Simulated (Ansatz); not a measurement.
Relative energy of two structures of GaHKOSi−

Structure X: a singlet given by its coordinates. Structure Y: a triplet given by its coordinates. Both are isolated ions in the gas phase, relaxed with PBE0-D3(BJ)/def2-SVPD.

X (Å):

```yaml
atoms:
  - { symbol: Ga, position_ang: [0.8385, -0.6293, -0.3757] }
  - { symbol: K, position_ang: [1.1933, 3.5512, -0.3309] }
  - { symbol: O, position_ang: [0.8686, 1.1794, -0.9892] }
  - { symbol: Si, position_ang: [-0.8960, 1.2389, -0.6972] }
  - { symbol: H, position_ang: [-1.4330, 1.1857, -2.1564] }
```

Close contacts (Å): Ga1–O3 1.91, Ga1–Si4 2.57, K2–O3 2.48, K2–Si4 3.14, O3–Si4 1.79, Si4–H5 1.56.

Y (Å):

```yaml
atoms:
  - { symbol: Ga, position_ang: [0.0087, 1.2304, -1.7398] }
  - { symbol: K, position_ang: [-0.4517, -2.7895, -0.7177] }
  - { symbol: O, position_ang: [0.5123, -0.6040, -1.6060] }
  - { symbol: Si, position_ang: [1.9614, -0.2919, -0.6556] }
  - { symbol: H, position_ang: [1.6045, 1.3087, -0.5392] }
```

Close contacts (Å): Ga1–O3 1.91, Ga1–Si4 2.70, K2–O3 2.55, K2–Si4 3.47, O3–Si4 1.76, Ga1–H5 2.00, Si4–H5 1.64.

Q: Estimate which is lower in electronic energy at CCSD(T)/def2-SVPD + ΔMP2/def2-TZVPPD, and by roughly how much.

A: The CCSD(T)/def2-SVPD + ΔMP2/def2-TZVPPD calculation puts structure Y lower, by 3.5 kcal/mol.

How the difference moves with the method:

| level | geometry | E(Y) − E(X) (kcal/mol) | departure from the last row (kcal/mol) | job, with rough time for the two |
| --- | --- | --- | --- | --- |
| PBE0-D3(BJ)/def2-SVPD | PBE0-D3(BJ)/def2-SVPD | −7.5 | −3.9 | optimisation, 2.9 min |
| HF/def2-SVPD | PBE0-D3(BJ)/def2-SVPD | −30.9 | −27.3 | part of the CCSD(T) run |
| MP2/def2-SVPD | PBE0-D3(BJ)/def2-SVPD | −5.0 | −1.5 | part of the CCSD(T) run |
| CCSD(T)/def2-SVPD | PBE0-D3(BJ)/def2-SVPD | −4.4 | −0.9 | single point |
| CCSD(T)/def2-SVPD + ΔMP2/def2-TZVPPD | PBE0-D3(BJ)/def2-SVPD | −3.5 |  | single point, 2.5 min |

None of the levels shown reverses the order. The largest departure from CCSD(T)/def2-SVPD + ΔMP2/def2-TZVPPD is that of HF/def2-SVPD, 27.3 kcal/mol. Levels run at GFN2-xTB geometries aren't shown. The last row adds to CCSD(T) the change of the MP2 difference between the two basis sets, here +0.9 kcal/mol.

With harmonic frequencies from PBE0-D3(BJ)/def2-SVPD (ideal gas, rigid rotor, one conformer each, 298.15 K, 1 atm): on the last row, ΔE + ΔZPE = −3.8 kcal/mol. A mode under 50 cm⁻¹ makes harmonic enthalpies and free energies unreliable, so none is given.

The T1 diagnostic of structure X is large, so the coupled-cluster value is less sure. Open shells are spin-unrestricted. The closed-shell singlet above a triplet ground state is poorly described by one determinant. The correlated steps freeze 20 core orbitals; the filled d shell of Ga is correlated; the last core shell of K is correlated, in a basis made for valence electrons. ΔG holds the spin degeneracy. Codes used: Ansatz 0.2.0; the last row on 2 threads of Arm Neoverse V1 on a shared host.
